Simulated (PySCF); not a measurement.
**Nonlinear optical response: SMILES Cc1ccccc1S, C7H8S**

Geometry (Å), atoms numbered from 1 in this order:
```xyz
16

C    -1.9148   -0.9619   -0.1612
C    -0.5187   -0.4300   -0.0544
C     0.5807   -1.2479   -0.3366
C     1.8897   -0.7884   -0.2149
C     2.1248    0.5234    0.1891
C     1.0494    1.3653    0.4552
C    -0.2646    0.8993    0.3390
S    -1.5589    2.0240    0.7961
H    -2.4771   -0.7801    0.7690
H    -1.9123   -2.0410   -0.3657
H    -2.4779   -0.4739   -0.9758
H     0.3974   -2.2797   -0.6488
H     2.7250   -1.4568   -0.4356
H     3.1457    0.8995    0.2868
H     1.2215    2.4034    0.7494
H    -2.4655    1.6383   -0.1262
```

Computed, not measured: quadratic response CAM-B3LYP/aug-cc-pVDZ first hyperpolarisability, Taylor convention, gas phase in PySCF 2.14.0. Geometry: PBE0-D3(BJ)/def2-SVP.

Task: Give β for the processes computed.

Result: In 10⁻³⁰ esu, Taylor convention; the vector part is βᵢ = ⅓ Σⱼ (βᵢⱼⱼ + βⱼᵢⱼ + βⱼⱼᵢ); β∥ is 3/5 of the vector part along the dipole, the dipole points from − to +:
```tsv
process	λ (nm)	β vector norm	β∥	β HRS	depolarisation ratio
static β(0;0,0)	∞	0.97	-0.07	0.47	3.33
second harmonic β(−2ω;ω,ω)	1907	1.06	-0.09	0.52	3.37
Pockels β(−ω;ω,0)	1907	1.00	-0.08	–	–
second harmonic β(−2ω;ω,ω)	1064	1.33	-0.16	0.64	3.47
Pockels β(−ω;ω,0)	1064	1.07	-0.09	–	–
```

Task: Which lowest excitations, dipole and polarisabilities go with it?

Result: S1 5.08 eV (f = 0.005); S2 5.28 eV (f = 0.078); S3 5.53 eV (f = 0.078); dipole 1.39 D; isotropic α 104.2 au static, 104.6 au at 1907 nm, 105.6 au at 1064 nm, 105.9 au at 953.5 nm, 110.2 au at 532 nm.
